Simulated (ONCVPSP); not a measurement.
## Before and after: ONCV potential for Co (Z = 27)

```
Element                 : Co (Z = 27)
Generator               : ONCVPSP 4.0.1
Type                    : optimised norm-conserving Vanderbilt (ONCV)
Functional              : PBE
Relativity              : scalar-relativistic
Frozen core             : [Ne]
Valence charge          : 17
Reference configuration : 3s2 3p6 3d7 4s1.5 (charge +0.5)
Partial waves           : 3s+4s: rc 1.50 bohr, ncon 4, nbas 9, qcut 9.5 1/bohr, 2 projectors; 3p: rc 1.00 bohr, ncon 4, nbas 8, qcut 14 1/bohr, 1 projector; 3d: rc 1.30 bohr, ncon 5, nbas 9, qcut 14 1/bohr, 2 projectors, debl 3.5 Ha
Local potential         : polynomial inside 0.70 bohr (lpopt 5, dvloc0 0 Ha)
Core correction         : Teter function fitted to the true core (icmod 2), fcfact 0.65
```

Change: d: rc 1.52.

Cutoffs: the cutoffs (Ha) at which the residual kinetic energy of the hardest occupied pseudo-wave falls to 1 and 0.1 mHa per electron; they do not see the model core or the augmentation charge, which bear on the density cutoff. Errors are all-electron minus pseudo energies relative to the spin-unpolarised reference configuration.

Q: Predict the effect on cutoff, ghosts and configuration errors.

A: The potential gets softer (71 Ha and 80 Ha → 59 Ha and 69 Ha); of the 4 tests that both files solve, the error grows in 1 and shrinks in 1 by more than 15 % and 0.3 meV (median size 0.6 → 0.4 meV); neither file shows a bound ghost. A larger radius leaves more room for a smooth pseudo-wave, so fewer plane waves are needed.

```csv
quantity,base,changed
"cutoff, loose",71 Ha,59 Ha
"cutoff, tight",80 Ha,69 Ha
loose cutoff by channel,"s 21 Ha, p 37 Ha, d 71 Ha","s 21 Ha, p 37 Ha, d 59 Ha"
bound ghosts,none,none
GHOST(+) flags under 300 eV,s at 263.3 eV,s at 263.3 eV
"error for 3s2 3p6 3d7 4s2, meV [ΔE -3.60 eV]",+0.4,+0.5
"error for 3s2 3p6 3d7 4s1, meV [ΔE 5.43 eV]",-0.4,-0.3
"error for 3s2 3p6 3d7 4s0, meV [ΔE 22.21 eV]",-0.9,-0.1
"error for 3s2 3p5 3d7 4s2, meV [ΔE 69.92 eV]",-20,-57
s: phases at 1.52 bohr within 0.05 rad from the reference energy up to (Ha; the scan ends near 5),to the end of the scan,to the end of the scan
p: phases at 1.01 bohr within 0.05 rad from the reference energy up to (Ha; the scan ends near 5),4.4,4.4
"rms error of d²Exc/dni dnj with the model core, mHa",1.73,1.61
```
